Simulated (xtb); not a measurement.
xtb input:

```bash
xtb mol.xyz --gfn 1 --sp --chrg -1 --uhf 0
```
mol.xyz:
```
6

Si     0.14396459     0.02472415     0.01615681
F     -0.33332693    -1.06052815    -1.11229603
F     -0.66769865    -0.51529354     1.31274055
F     -0.81004134     1.27472655    -0.43810332
N      1.71057088     0.25339972     0.33180557
H      2.31010189     0.58992019    -0.40990512
```

Task: Which total energy does the run end on?

Result: -21.46591 Eh (GFN1-xTB).

It need not be the lowest isomer of its formula. Whether it binds its extra electron was not tested at this geometry.
